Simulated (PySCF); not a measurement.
## From computed data to an observable: oscillator strength and radiative lifetime

C₄H₅NS₂, SMILES Cc1ncsc1S.

Geometry: r2SCAN-D4/def2-SVP. The values are those of a single conformer.

TDDFT-ωB97X/def2-SVPD in PySCF puts the first singlet state with f over 0.02 at 5.18 eV (vertical), with the transition dipole (0.331, 0.285, -0.067) in atomic units.

**Question.** Find the oscillator strength, the wavelength and the radiative lifetime that this transition would have in vacuum if emission retraced absorption.

**Answer.** 
|μ|² = 0.1953 au, so |μ| = 1.12 D. ΔE = 5.18/27.211 = 0.1904 hartree. f = (2/3) ΔE |μ|² = 0.025 (the program prints 0.025).
λ = 1239.84/5.18 = 239 nm; ν = 41779 cm⁻¹.
Einstein's coefficient A = 0.6670 ν² f s⁻¹ (ν in cm⁻¹) = 2.9e7 s⁻¹, so τ = 1/A = 35 ns. This state is S1. The figure is the radiative limit of this one transition; relaxation, internal conversion, crossing to triplets and a medium change what is measured.
